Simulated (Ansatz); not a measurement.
`CB(N)F` + H₂S → `NB(F)S` + CH₄  (ligand exchange at a B–C bond)

Isolated molecules relaxed with PBE0-D4/def2-TZVP in Ansatz; ΔE leaves out vibrations. CCSD(T)/CBS is the MP2 limit (def2-TZVPP, def2-QZVPP) plus CCSD(T) − MP2 in def2-TZVPP, frozen cores. This one scheme is used for every species. Functionals use def2-TZVPP. One conformer a species, not always the lowest.

`CB(N)F`:

```xyz
9

C     0.314    0.315   -1.106
B    -0.256    0.328    0.353
N    -0.202   -0.755    1.233
F    -0.842    1.453    0.806
H    -0.482    0.533   -1.824
H     0.776   -0.633   -1.389
H     1.060    1.107   -1.227
H    -0.579   -0.713    2.164
H     0.213   -1.635    0.990
```

H₂S:

Cartesian coordinates in Å:
```
S -0.615 0.032 0.070
H 0.427 0.434 0.813
H 0.188 -0.466 -0.883
```

`NB(F)S`:

Z-matrix (Å, degrees):
```
N
B 1 1.394
H 1 1.003 2 123.7
H 1 1.005 2 121.5 3 180.0
F 2 1.338 1 119.1 3 -180.0
S 2 1.825 1 121.3 3 0.0
H 6 1.341 2 94.7 1 180.0
```

CH₄:

Z-matrix (Å, degrees):
```
C
H 1 1.090
H 1 1.090 2 109.5
H 1 1.090 2 109.5 3 -120.0
H 1 1.090 2 109.5 3 120.0
```

| level | ΔE (eV) |
| --- | --- |
| PBE | -0.59 |
| r2SCAN | -0.61 |
| SCS-MP2/def2-TZVPP | -0.57 |
| MP2/def2-QZVPP | -0.59 |

Problem. What does CCSD(T)/CBS give? (An estimate is asked.)

Solution. The calculation gave: -0.55 eV. The listed levels differ from it by -0.04, -0.06, -0.02, -0.04 eV.

Largest T1 diagnostic among the species: 0.012.
